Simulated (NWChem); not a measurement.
System: C$_{2}$H$_{6}$ClFSi; SMILES C[C@H]([SiH2]Cl)F

Input file for NWChem:

```
start job
memory heap 200 mb stack 900 mb global 1100 mb
geometry units angstroms
  C     -2.426319     0.795995     0.507529
  C     -1.275269    -0.068967     0.021642
  F     -1.349170    -0.157988    -1.368387
  Si     0.467974     0.617376     0.473538
  Cl     1.843948    -0.782700     0.070257
  H     -2.326373     1.807963     0.123103
  H     -2.424112     0.828676     1.592960
  H     -3.376635     0.389752     0.166327
  H     -1.413901    -1.099566     0.373367
  H      0.708704     1.803400    -0.339471
  H      0.472677     0.912085     1.904475
end
basis spherical
  * library def2-svp
end
dft
  xc xpbe96 cpbe96
  disp vdw 4
  iterations 150
end
driver
  maxiter 120
end
task dft optimize
task dft freq
```

Excerpt of the output:

```
             Northwest Computational Chemistry Package (NWChem) 7.3.0
             --------------------------------------------------------

 C1  symmetry detected

                             Geometry "geometry" -> ""
                             -------------------------

 Output coordinates in angstroms (scale by  1.889725989 to convert to a.u.)

  No.       Tag          Charge          X              Y              Z
 ---- ---------------- ---------- -------------- -------------- --------------
    1 C                    6.0000     0.62980817    -2.40655630    -0.27327051
    2 C                    6.0000    -0.17516162    -1.12229229    -0.38213341
    3 F                    9.0000    -1.36763754    -1.29045063     0.32163549
    4 Si                  14.0000     0.71699723     0.42708847     0.33734190
    5 Cl                  17.0000    -0.30930781     2.06871733    -0.18025394
    6 H                    1.0000     0.90125380    -2.59517240     0.76239016
    7 H                    1.0000     1.53577178    -2.31961015    -0.86564175
    8 H                    1.0000     0.04759741    -3.25131923    -0.63653196
    9 H                    1.0000    -0.48687863    -0.96915478    -1.42350031
   10 H                    1.0000     0.74815573     0.29421652     1.78887960
   11 H                    1.0000     2.05522993     0.48075413    -0.24636131

 Effective nuclear repulsion energy (a.u.)     291.6470839843

                                Z-matrix (autoz)
                                --------

 Units are Angstrom for bonds and degrees for angles

      Type          Name      I     J     K     L     M      Value
      ----------- --------  ----- ----- ----- ----- ----- ----------
    1 Stretch                  1     2                       1.51959
    2 Stretch                  1     6                       1.08713
    3 Stretch                  1     7                       1.08593
    4 Stretch                  1     8                       1.08837
    5 Stretch                  2     3                       1.39484
    6 Stretch                  2     4                       1.92722
    7 Stretch                  2     9                       1.09775
    8 Stretch                  4     5                       2.00403
    9 Stretch                  4    10                       1.45794
   10 Stretch                  4    11                       1.46098
   11 Bend                     1     2     3               108.35126
   12 Bend                     1     2     4               114.04637
   13 Bend                     1     2     9               109.65026
   14 Bend                     2     1     6               110.31285
   15 Bend                     2     1     7               109.58431
   16 Bend                     2     1     8               110.40717
   17 Bend                     2     4     5               108.96972
   18 Bend                     2     4    10               107.95730
   19 Bend                     2     4    11               107.72268
   20 Bend                     3     2     4               107.71761
   21 Bend                     3     2     9               104.63685
   22 Bend                     4     2     9               111.92841
   23 Bend                     5     4    10               110.04411
   24 Bend                     5     4    11               109.62206
   25 Bend                     6     1     7               108.98092
   26 Bend                     6     1     8               108.47360
   27 Bend                     7     1     8               109.04816
   28 Bend                    10     4    11               112.42951
   29 Torsion                  1     2     4     5         169.67438
   30 Torsion                  1     2     4    10         -70.82786
   31 Torsion                  1     2     4    11          50.81627
   32 Torsion                  3     2     1     6         -63.48245
   33 Torsion                  3     2     1     7         176.52987
   34 Torsion                  3     2     1     8          56.40002
   35 Torsion                  3     2     4     5         -70.02878
   36 Torsion                  3     2     4    10          49.46898
   37 Torsion                  3     2     4    11         171.11311
   38 Torsion                  4     2     1     6          56.45877
   39 Torsion                  4     2     1     7         -63.52891
   40 Torsion                  4     2     1     8         176.34123
   41 Torsion                  5     4     2     9          44.46391
   42 Torsion                  6     1     2     9        -177.13187
   43 Torsion                  7     1     2     9          62.88045
   44 Torsion                  8     1     2     9         -57.24941
   45 Torsion                  9     2     4    10         163.96167
   46 Torsion                  9     2     4    11         -74.39420

  pbe96 is a nonlocal functional; adding pw91lda local functional.

                           NWChem Geometry Optimization
                           ----------------------------

 maximum gradient threshold         (gmax) =   0.000450
 rms gradient threshold             (grms) =   0.000300
 maximum cartesian step threshold   (xmax) =   0.001800
 rms cartesian step threshold       (xrms) =   0.001200
 fixed trust radius                (trust) =   0.300000
 source of zmatrix                         =   autoz

          -------------------
          Energy Minimization
          -------------------

 Using diagonal initial Hessian
 Scaling for Hessian diagonals: bonds = 1.00  angles = 0.25  torsions = 0.10

          --------
          Step   0

                                 NWChem DFT Module
                                 -----------------

 Summary of "ao basis" -> "ao basis" (spherical)
 ------------------------------------------------------------------------------
       Tag                 Description            Shells   Functions and Types
 ---------------- ------------------------------  ------  ---------------------
 C                          def2-svp                 6       14   3s2p1d
 F                          def2-svp                 6       14   3s2p1d
 Si                         def2-svp                 8       18   4s3p1d
 Cl                         def2-svp                 8       18   4s3p1d
 H                          def2-svp                 3        5   2s1p

            General Information
            -------------------
          SCF calculation type: DFT
          Wavefunction type:  closed shell.
          No. of atoms     :    11
          No. of electrons :    58
           Alpha electrons :    29
            Beta electrons :    29
          Charge           :     0
          Spin multiplicity:     1
          Use of symmetry is: off; symmetry adaption is: off
          Maximum number of iterations: 150
          AO basis - number of functions:   108
                     number of shells:    52
          Convergence on energy requested:  1.00D-06
          Convergence on density requested:  1.00D-05
          Convergence on gradient requested:  5.00D-04

              XC Information
              --------------
          PerdewBurkeErnzerhof Exchange Functional  1.000
            Perdew 1991 LDA Correlation Functional  1.000 local
           PerdewBurkeErnz. Correlation Functional  1.000 non-local

[...]

      ----------------------
      Optimization converged
      ----------------------

  Step       Energy      Delta E   Gmax     Grms     Xrms     Xmax
  ---- ---------------- -------- -------- -------- -------- --------
@   13    -928.48271808 -1.1D-07  0.00002  0.00001  0.00031  0.00072
                                     ok       ok       ok       ok

                                Z-matrix (autoz)
                                --------

 Units are Angstrom for bonds and degrees for angles

      Type          Name      I     J     K     L     M      Value     Gradient
      ----------- --------  ----- ----- ----- ----- ----- ---------- ----------
    1 Stretch                  1     2                       1.52128    0.00001
    2 Stretch                  1     6                       1.10926    0.00001
    3 Stretch                  1     7                       1.10903    0.00000
    4 Stretch                  1     8                       1.10913    0.00000
    5 Stretch                  2     3                       1.40559   -0.00002
    6 Stretch                  2     4                       1.91361    0.00002
    7 Stretch                  2     9                       1.11523    0.00000
    8 Stretch                  4     5                       2.08076   -0.00001
    9 Stretch                  4    10                       1.49989    0.00001
   10 Stretch                  4    11                       1.50318    0.00001
   11 Bend                     1     2     3               109.57951    0.00000
   12 Bend                     1     2     4               112.91613   -0.00001
   13 Bend                     1     2     9               110.12944   -0.00000
   14 Bend                     2     1     6               111.41006   -0.00000
   15 Bend                     2     1     7               110.78939   -0.00000
   16 Bend                     2     1     8               110.16814   -0.00000
   17 Bend                     2     4     5               109.76234    0.00000
   18 Bend                     2     4    10               109.04806   -0.00001
   19 Bend                     2     4    11               110.01921    0.00000
   20 Bend                     3     2     4               107.22985    0.00000
   21 Bend                     3     2     9               107.57035   -0.00000
   22 Bend                     4     2     9               109.23880    0.00000
   23 Bend                     5     4    10               108.87097    0.00000
   24 Bend                     5     4    11               108.54084   -0.00000
   25 Bend                     6     1     7               108.40015    0.00000
   26 Bend                     6     1     8               107.87328   -0.00000
   27 Bend                     7     1     8               108.08588    0.00000
   28 Bend                    10     4    11               110.58125    0.00001
   29 Torsion                  1     2     4     5         176.13551   -0.00000
   30 Torsion                  1     2     4    10         -64.67923   -0.00000
   31 Torsion                  1     2     4    11          56.76123   -0.00000
   32 Torsion                  3     2     1     6         -63.20596   -0.00000
   33 Torsion                  3     2     1     7         176.02878   -0.00001
   34 Torsion                  3     2     1     8          56.47779   -0.00000
   35 Torsion                  3     2     4     5         -63.06550   -0.00000
   36 Torsion                  3     2     4    10          56.11976   -0.00000
   37 Torsion                  3     2     4    11         177.56021   -0.00000
   38 Torsion                  4     2     1     6          56.24552   -0.00000
   39 Torsion                  4     2     1     7         -64.51974   -0.00001
   40 Torsion                  4     2     1     8         175.92927   -0.00001
   41 Torsion                  5     4     2     9          53.22909    0.00000
   42 Torsion                  6     1     2     9         178.65483   -0.00000
   43 Torsion                  7     1     2     9          57.88957   -0.00001
   44 Torsion                  8     1     2     9         -61.66142   -0.00001
   45 Torsion                  9     2     4    10         172.41435   -0.00000
   46 Torsion                  9     2     4    11         -66.14519    0.00000

                         Geometry "geometry" -> "geometry"
                         ---------------------------------

 Output coordinates in angstroms (scale by  1.889725989 to convert to a.u.)

[...]

 Rotational Constants
 --------------------
 A=   0.201159 cm-1  (  0.289417 K)
 B=   0.053703 cm-1  (  0.077265 K)
 C=   0.045616 cm-1  (  0.065630 K)

 Temperature                      =   298.15K
 frequency scaling parameter      =   1.0000

 Zero-Point correction to Energy  =   46.531 kcal/mol  (  0.074153 au)
 Thermal correction to Energy     =   50.998 kcal/mol  (  0.081270 au)
 Thermal correction to Enthalpy   =   51.590 kcal/mol  (  0.082214 au)

 Total Entropy                    =   84.271 cal/mol-K
   - Translational                =   40.038 cal/mol-K (mol. weight = 111.9911)
   - Rotational                   =   27.572 cal/mol-K (symmetry #  =        1)
   - Vibrational                  =   16.662 cal/mol-K

 Cv (constant volume heat capacity) =   24.041 cal/mol-K
   - Translational                  =    2.979 cal/mol-K
   - Rotational                     =    2.979 cal/mol-K
   - Vibrational                    =   18.082 cal/mol-K

[normal modes left out]

 ----------------------------------------------------------------------------
 Normal Eigenvalue ||           Projected Infra Red Intensities
  Mode   [cm**-1]  || [atomic units] [(debye/angs)**2] [(KM/mol)] [arbitrary]
 ------ ---------- || -------------- ----------------- ---------- -----------
    1       -0.000 ||    0.000070           0.002         0.068       0.030
    2        0.000 ||    0.000489           0.011         0.477       0.206
    3        0.000 ||    0.000294           0.007         0.287       0.124
    4        0.000 ||    0.001090           0.025         1.063       0.459
    5        0.000 ||    0.000580           0.013         0.565       0.244
    6        0.000 ||    0.000259           0.006         0.252       0.109
    7       59.891 ||    0.000505           0.012         0.492       0.213
    8      109.810 ||    0.000632           0.015         0.616       0.266
    9      211.381 ||    0.001801           0.042         1.756       0.758
   10      249.143 ||    0.001644           0.038         1.602       0.692
   11      272.727 ||    0.005928           0.137         5.779       2.496
   12      404.437 ||    0.008007           0.185         7.806       3.371
   13      526.790 ||    0.038409           0.886        37.443      16.171
   14      557.290 ||    0.047494           1.096        46.299      19.996
   15      644.886 ||    0.010015           0.231         9.763       4.216
   16      711.151 ||    0.005501           0.127         5.362       2.316
   17      825.337 ||    0.193019           4.453       188.165      81.264
   18      878.106 ||    0.043298           0.999        42.209      18.229
   19      906.568 ||    0.076016           1.754        74.105      32.004
   20      965.055 ||    0.036365           0.839        35.450      15.310
   21     1053.360 ||    0.047042           1.085        45.859      19.805
   22     1098.600 ||    0.010633           0.245        10.366       4.477
   23     1223.554 ||    0.005974           0.138         5.824       2.515
   24     1289.914 ||    0.002842           0.066         2.771       1.197
   25     1336.063 ||    0.009943           0.229         9.693       4.186
   26     1399.374 ||    0.006087           0.140         5.934       2.563
   27     1425.202 ||    0.005387           0.124         5.251       2.268
   28     2167.215 ||    0.086665           1.999        84.485      36.487
   29     2190.593 ||    0.090692           2.092        88.411      38.183
   30     2954.609 ||    0.018088           0.417        17.633       7.615
   31     2971.233 ||    0.010834           0.250        10.562       4.561
   32     3062.667 ||    0.009281           0.214         9.047       3.907
   33     3069.816 ||    0.008936           0.206         8.711       3.762
 ----------------------------------------------------------------------------
```

Level: PBE-D3(BJ)/def2-SVP.
